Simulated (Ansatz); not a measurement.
`COc1ccc(-c2cc3sc(-c4cc5sc(-c6cc7sc(-c8cc9sc(-c%10ccc(C(F)=C(F)F)cc%10)cc9s8)cc7s6)cc5s4)cc3s2)cc1` with charge -1. Total charge -1; doublet. Geometry PBE-D4/def2-SVP, that of the neutral singlet; atoms count from 1.

Cartesian coordinates in Å:
```
C -12.999 -12.302 -0.671
O -11.762 -12.436 0.004
C -10.890 -11.394 -0.029
C -9.674 -11.577 0.666
C -8.718 -10.565 0.689
C -8.926 -9.329 0.023
C -7.923 -8.266 0.045
C -8.014 -6.972 -0.468
C -6.823 -6.233 -0.261
S -6.292 -4.620 -0.647
C -4.712 -4.914 0.098
C -3.716 -3.875 0.099
C -3.808 -2.579 -0.419
C -2.609 -1.854 -0.231
S -2.067 -0.246 -0.627
C -0.479 -0.556 0.092
C 0.522 0.477 0.088
C 0.443 1.764 -0.454
C 1.638 2.493 -0.250
S 2.185 4.097 -0.650
C 3.755 3.800 0.114
C 4.753 4.837 0.123
C 4.699 6.100 -0.472
C 5.883 6.840 -0.241
S 6.457 8.419 -0.689
C 7.996 8.154 0.146
C 9.023 9.189 0.133
C 8.970 10.278 -0.773
C 9.961 11.257 -0.803
C 11.069 11.191 0.079
C 12.153 12.169 0.096
F 13.102 11.989 1.046
C 12.356 13.232 -0.724
F 11.551 13.578 -1.721
F 13.390 14.048 -0.617
C 11.123 10.112 0.995
C 10.125 9.139 1.022
C 8.040 6.897 0.751
C 6.851 6.160 0.530
S 6.282 4.576 0.976
C 3.835 2.512 0.652
C 2.641 1.782 0.446
S 2.091 0.182 0.855
C -0.389 -1.851 0.612
C -1.589 -2.575 0.427
S -2.129 -4.184 0.820
C -4.618 -6.208 0.618
C -5.808 -6.945 0.412
S -6.343 -8.557 0.788
C -10.148 -9.167 -0.669
C -11.120 -10.174 -0.699
H -13.606 -11.462 -0.263
H -13.546 -13.250 -0.513
H -12.860 -12.143 -1.764
H -9.507 -12.532 1.185
H -7.783 -10.732 1.247
H -8.910 -6.581 -0.964
H -4.713 -2.194 -0.908
H -0.448 2.140 -0.973
H 3.834 6.452 -1.051
H 8.135 10.348 -1.488
H 9.876 12.078 -1.526
H 11.964 10.049 1.699
H 10.192 8.328 1.762
H 8.911 6.526 1.305
H 4.728 2.133 1.165
H 0.516 -2.238 1.098
H -3.717 -6.586 1.120
H -10.350 -8.230 -1.209
H -12.052 -9.999 -1.252
```

Single mean-field runs in def2-SVP are fitted with def2-universal-jkfit.

Problem. Estimate the Mulliken populations of the heavy atoms from the PBE0/def2-SVP orbitals of Ansatz.

Solution. 
| atom | charge (e) | spin (α − β) |
| --- | --- | --- |
| C1 | 0.10 | 0.00 |
| O2 | -0.35 | 0.00 |
| C3 | 0.20 | 0.03 |
| C4 | -0.04 | -0.02 |
| C5 | -0.06 | 0.03 |
| C6 | 0.07 | -0.02 |
| C7 | -0.12 | 0.08 |
| C8 | -0.03 | -0.04 |
| C9 | -0.07 | 0.05 |
| S10 | 0.10 | 0.02 |
| C11 | -0.09 | -0.02 |
| C12 | -0.11 | 0.09 |
| C13 | -0.05 | -0.01 |
| C14 | -0.06 | 0.03 |
| S15 | 0.09 | 0.03 |
| C16 | -0.10 | 0.03 |
| C17 | -0.10 | 0.06 |
| C18 | -0.05 | 0.03 |
| C19 | -0.06 | 0.00 |
| S20 | 0.09 | 0.03 |
| C21 | -0.11 | 0.07 |
| C22 | -0.09 | 0.02 |
| C23 | -0.06 | 0.07 |
| C24 | -0.05 | -0.03 |
| S25 | 0.09 | 0.02 |
| C26 | -0.13 | 0.08 |
| C27 | 0.07 | -0.01 |
| C28 | -0.06 | 0.04 |
| C29 | -0.03 | -0.03 |
| C30 | -0.06 | 0.08 |
| C31 | 0.18 | -0.03 |
| F32 | -0.22 | 0.00 |
| C33 | 0.31 | 0.06 |
| F34 | -0.17 | 0.00 |
| F35 | -0.17 | 0.00 |
| C36 | -0.03 | -0.03 |
| C37 | -0.05 | 0.05 |
| C38 | -0.03 | -0.01 |
| C39 | -0.07 | 0.04 |
| S40 | 0.10 | 0.03 |
| C41 | -0.05 | 0.02 |
| C42 | -0.06 | 0.01 |
| S43 | 0.09 | 0.03 |
| C44 | -0.06 | 0.06 |
| C45 | -0.05 | -0.02 |
| S46 | 0.10 | 0.02 |
| C47 | -0.06 | 0.08 |
| C48 | -0.05 | -0.04 |
| S49 | 0.09 | 0.01 |
| C50 | -0.05 | 0.03 |
| C51 | -0.10 | -0.02 |
Mulliken values depend strongly on the basis.

Problem. Where does the spin sit?

Solution. Summed by element: C 0.81, O 0.00, S 0.20, F 0.00, H -0.02, of 1 unpaired in all. Largest on single atoms: C12 0.09, C26 0.08, C47 0.08.

Problem. And the Mayer bond orders between heavy atoms (over 0.3, the first 40 of 60)?

Solution. C1–O2 0.96 (1.42 Å); O2–C3 1.09 (1.36 Å); C3–C4 1.35 (1.41 Å); C3–C51 1.30 (1.41 Å); C4–C5 1.44 (1.39 Å); C5–C6 1.31 (1.42 Å); C6–C7 1.12 (1.46 Å); C6–C50 1.36 (1.41 Å); C7–C8 1.50 (1.39 Å); C7–S49 1.08 (1.77 Å); C8–C9 1.30 (1.42 Å); C9–S10 1.05 (1.74 Å); C9–C48 1.39 (1.41 Å); S10–C11 1.08 (1.77 Å); C11–C12 1.26 (1.44 Å); C11–C47 1.44 (1.40 Å); C12–C13 1.42 (1.40 Å); C12–S46 1.07 (1.77 Å); C13–C14 1.34 (1.41 Å); C14–S15 1.05 (1.74 Å); C14–C45 1.36 (1.41 Å); S15–C16 1.07 (1.77 Å); C16–C17 1.28 (1.44 Å); C16–C44 1.41 (1.40 Å); C17–C18 1.41 (1.40 Å); C17–S43 1.06 (1.77 Å); C18–C19 1.35 (1.41 Å); C19–S20 1.05 (1.74 Å); C19–C42 1.36 (1.41 Å); S20–C21 1.06 (1.77 Å); C21–C22 1.28 (1.44 Å); C21–C41 1.41 (1.40 Å); C22–C23 1.42 (1.40 Å); C22–S40 1.07 (1.77 Å); C23–C24 1.33 (1.42 Å); C24–S25 1.06 (1.74 Å); C24–C39 1.37 (1.41 Å); S25–C26 1.07 (1.77 Å); C26–C27 1.15 (1.46 Å); C26–C38 1.46 (1.40 Å).
